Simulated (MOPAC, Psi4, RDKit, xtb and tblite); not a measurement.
Internal rotation in H4ClFSi2, SMILES F[SiH2][SiH2]Cl. Scanned: dihedral F1–Si2–Si3–Cl4; all other coordinates were relaxed at B3LYP-D3(BJ)/def2-SVP. Points at φ and −φ are mirror images. Heavy atoms are numbered in the order of the SMILES F[SiH2][SiH2]Cl, hydrogens after them in the order of the atoms that carry them; the mirror image has the same energies with the sign of each dihedral reversed.

Levels of theory: UFF // B3LYP-D3(BJ)/def2-SVP (RDKit); GFN2-xTB, on its own relaxed geometries (the stored frames are those of B3LYP-D3(BJ)/def2-SVP) (xtb and tblite); PM6, restricted, heats of formation // B3LYP-D3(BJ)/def2-SVP (MOPAC); MP2/cc-pVTZ = DF-MP2 (frozen core)/cc-pVTZ // B3LYP-D3(BJ)/def2-SVP (Psi4 1.11).

Energies relative to the lowest point of each profile, in kcal/mol:

| φ / ° | UFF | GFN2-xTB | PM6 |
|---|---|---|---|
| -150 | 0.91 | 0.24 | 0.60 |
| -120 | 1.65 | 0.71 | 1.04 |
| -90 | 0.64 | 1.11 | 0.42 |
| -60 | 0.00 | 1.47 | 0.24 |
| -30 | 0.98 | 1.81 | 0.93 |
| 0 | 1.97 | 1.96 | 1.48 |
| 30 | 0.98 | 1.81 | 0.93 |
| 60 | 0.00 | 1.47 | 0.24 |
| 90 | 0.64 | 1.11 | 0.42 |
| 120 | 1.65 | 0.71 | 1.04 |
| 150 | 0.91 | 0.24 | 0.60 |
| 180 | 0.29 | 0.00 | 0.00 |

Q: Estimate the MP2/cc-pVTZ values at these points.

A: -150: 0.54; -120: 1.12; -90: 0.78; -60: 0.49; -30: 1.13; 0: 1.68; 30: 1.13; 60: 0.49; 90: 0.78; 120: 1.12; 150: 0.54; 180: 0.00 (kcal/mol).
